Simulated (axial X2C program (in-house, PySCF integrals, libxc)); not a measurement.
## Spin–orbit effects down a group: molecules with Rb, CCSD

All values come from calculations with an in-house all-electron X2C program for linear molecules (integrals from PySCF), spin-free (one-electron X2C) or two-component (2c: spin–orbit coupling with atomic mean-field Coulomb and Gaunt terms, which also bring small scalar terms), in Dyall basis sets with cores contracted in-house; open shells are unrestricted.

Basis sets: H dyall-v3z, Li dyall-cv3z, Na dyall-cv3z, Rb dyall-cv3z. Frozen shells (counts by l): RbH Rb 3s2p1d, H none, 10 electrons correlated; LiRb Rb 3s2p1d, Li 1s, 10 electrons correlated; NaRb Rb 3s2p1d, Na 2s1p, 10 electrons correlated. Coupled cluster in natural virtuals with an MP2 remainder. Where the outer core of a metal is frozen, bonds come out longer and ionisation energies lower.

```json
{"molecule": "RbH", "spin-free state": "M_S = 0, Λ = 0", "Re (Å)": "2.377", "ωe (cm⁻¹)": "938.6", "De (eV)": "1.71", "2c state": "Ω = 0", "Re 2c (Å)": "2.377", "ωe 2c (cm⁻¹)": "938.8", "De 2c (eV)": "1.71"}
{"molecule": "LiRb", "spin-free state": "M_S = 0, Λ = 0", "Re (Å)": "3.505", "ωe (cm⁻¹)": "195.5", "De (eV)": "0.69", "2c state": "Ω = 0", "Re 2c (Å)": "3.506", "ωe 2c (cm⁻¹)": "197.1", "De 2c (eV)": "0.69"}
{"molecule": "NaRb", "spin-free state": "M_S = 0, Λ = 0", "Re (Å)": "3.715", "ωe (cm⁻¹)": "105.5", "De (eV)": "0.58", "2c state": "Ω = 0", "Re 2c (Å)": "3.715", "ωe 2c (cm⁻¹)": "105.4", "De 2c (eV)": "0.57"}
```

Question: Work out the shifts from the spin-free to the two-component result.

Answer: 

```tsv
molecule	2c state	ΔRe (Å)	Δωe (cm⁻¹)	ΔDe (eV)
RbH	Ω = 0	0.000	0.2	0.00
LiRb	Ω = 0	0.001	noise	0.00
NaRb	Ω = 0	0.000	-0.1	-0.01
```

Shifts of one unit in the last digit are rounding. Where the truncated virtual spaces of the two runs make Δωe unreliable it is marked noise.

Each entry is the lowest single determinant of a limited PBE0 search at one distance. De goes to single-determinant-based atoms at the same level (for ions the charge split of lowest energy) and is withheld (n/a) where an atom does not fit its ground term or J level. Main or longest-lived isotopes.
